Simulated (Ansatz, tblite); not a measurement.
Isomers of B6H⁺ (singlet), found by a short tight-binding search and relaxed with PBE0-D4/def2-SVP in Ansatz.

The xTB rows come from tblite.

Run but left out: HF/def2-TZVPP, MP2/def2-TZVPP, CCSD/def2-TZVPP, CCSD(T)/def2-TZVPP (flagged by the program: large difference); BHLYP-D4/def2-TZVP (A: restricted singlet, unstable in another Hartree–Fock run and untested here).

A: The restricted singlet is unstable towards broken spin symmetry in Hartree–Fock (as tested in another run); at PBE-D4/def2-TZVP, r2SCAN-D4/def2-TZVP, PBE0-D4/def2-TZVP this wasn't settled. B: The restricted singlet is unstable towards broken spin symmetry in Hartree–Fock (as tested in another run); at PBE-D4/def2-TZVP, r2SCAN-D4/def2-TZVP, PBE0-D4/def2-TZVP this wasn't settled.

Other spin states weren't relaxed.

A:

```
atom   x (Å)   y (Å)   z (Å)
  B1   0.301  -1.355   1.199
  B2  -0.673   0.942  -0.442
  B3  -1.099   0.102   0.840
  B4   0.605   0.785  -1.366
  B5  -1.037  -1.003   1.949
  B6   0.449  -0.348   0.017
  H7   1.454   0.876  -2.196
```

B:

```xyz
7

B    -0.081    0.011    0.052
B     3.291    3.154   -0.833
B    -2.082   -2.372    0.391
B    -1.065   -1.160    0.219
B     1.859    2.461   -0.223
B     0.919    1.183   -0.125
H    -2.842   -3.278    0.519
```

Q: Estimate their order by electronic energy at PBE0-D4/def2-TZVP, counted from the lowest.

A: A (0.0) < B (116.3), in kcal/mol.

Q: Do the other levels pick the same lowest one?

A: All that were run do. Energies above each level's lowest (kcal/mol):

```
              level    A      B
           GFN1-xTB  0.0   44.3
           GFN2-xTB  0.0   65.8
   PBE-D4/def2-TZVP  0.0  100.6
r2SCAN-D4/def2-TZVP  0.0  107.0
  PBE0-D4/def2-TZVP  0.0  116.3
```
Point groups (tolerance 0.1 Å): A Cs, B Cs. Lower isomers may exist.
